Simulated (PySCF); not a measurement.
**Do core-level shifts follow atomic charges?**

Species: C7H13F.
SMILES with atom numbers: `[CH3:1][CH2:2][CH2:3]/[C:4]([CH3:5])=[CH:6]/[CH2:7][F:8]`

Binding energies: delta-SCF UKS SCAN, pcX-2 on the ionised atom, pcseg-1 elsewhere, spin-free X2C (PySCF 2.14.0). Charges: PBE0/pcSseg-1 ground-state density, for the ionised atom.

```json
{"atom": "C6", "environment": "alkene CH carbon", "C 1s (eV)": "289.92", "Mulliken (e)": "-0.175", "IAO (e)": "-0.195", "Hirshfeld (e)": "-0.072", "ESP (e)": "-0.300"}
{"atom": "C4", "environment": "fully substituted alkene carbon", "C 1s (eV)": "290.47", "Mulliken (e)": "-0.360", "IAO (e)": "+0.030", "Hirshfeld (e)": "+0.019", "ESP (e)": "+0.139"}
{"atom": "C3", "environment": "allylic carbon", "C 1s (eV)": "290.56", "Mulliken (e)": "-0.140", "IAO (e)": "-0.249", "Hirshfeld (e)": "-0.067", "ESP (e)": "-0.385"}
{"atom": "C2", "environment": "chain CH2 carbon", "C 1s (eV)": "290.57", "Mulliken (e)": "-0.287", "IAO (e)": "-0.241", "Hirshfeld (e)": "-0.064", "ESP (e)": "+0.343"}
{"atom": "C1", "environment": "methyl carbon", "C 1s (eV)": "290.62", "Mulliken (e)": "-0.273", "IAO (e)": "-0.407", "Hirshfeld (e)": "-0.113", "ESP (e)": "-0.455"}
{"atom": "C5", "environment": "allylic carbon", "C 1s (eV)": "290.81", "Mulliken (e)": "-0.178", "IAO (e)": "-0.419", "Hirshfeld (e)": "-0.114", "ESP (e)": "-0.426"}
{"atom": "C7", "environment": "sp3 C–F carbon", "C 1s (eV)": "292.81", "Mulliken (e)": "+0.232", "IAO (e)": "+0.043", "Hirshfeld (e)": "+0.020", "ESP (e)": "+0.210"}
```

Task: How well does each charge scheme correlate with the binding energies over these sites?

Result: Mulliken: r = 0.86, slope 4.1 eV per e; Hirshfeld: r = 0.51, slope 8.5 eV per e; IAO: r = 0.45, slope 2.2 eV per e; ESP: r = 0.40, slope 1.1 eV per e. Mulliken charges have the highest r, on only 7 points.

Task: The point-charge model writes a binding energy as kq + V + constant, with V the potential of the other atoms' charges at the site. What does it give with the ESP charges?

Result: V = Σ 14.40 eV Å × q/r over all other atoms: +3.62 eV at C6, -4.16 eV at C4, +4.96 eV at C3, -4.93 eV at C2, +6.14 eV at C1, +5.62 eV at C5, -3.03 eV at C7. Fitting binding energy − V to q gives k = 15.5 eV per e and leaves an rms residual of 0.78 eV, against 0.78 eV for the fit on q alone. The model has no term for differences in relaxation between sites.

One conformer (not necessarily the lowest) at the PBE0-D3(BJ)/def2-SVP geometry, without solvent, vibrations or thermal averaging.

The values belong to the conformer `[CH3:1][CH2:2][CH2:3]/[C:4]([CH3:5])=[CH:6]/[CH2:7][F:8]`: C1–C2–C3–C4 177°, C2–C3–C4–C5 63°, C4–C6–C7–F8 132°.
